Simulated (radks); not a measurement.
Problem. Species: the barium ion Ba47+. Configuration: [He] 2s2 2p5. All-electron calculation, scalar-relativistic Kohn-Sham, SCAN, spin-unpolarised, spherical densities, finite nucleus; meta-GGA in the generalised Kohn-Sham scheme; Fermi nuclear charge, rms radius 4.8378 fm. Program: a radial shooting solver on a logarithmic mesh with Libxc functionals. Some entries of the table are withheld. Estimate them.

orbital,occ.,eigenvalue (eV),<r> (bohr),<1/r> (bohr^-1)
1s,2,-40885.72,0.02554,(1)
2s,2,-9164.602,(2),14.36
2p,5,-8603.513,0.09324,(3)

Solution. 
(1) 1s <1/r> (bohr^-1): 60.75
(2) 2s <r> (bohr): 0.1069
(3) 2p <1/r> (bohr^-1): 13.61
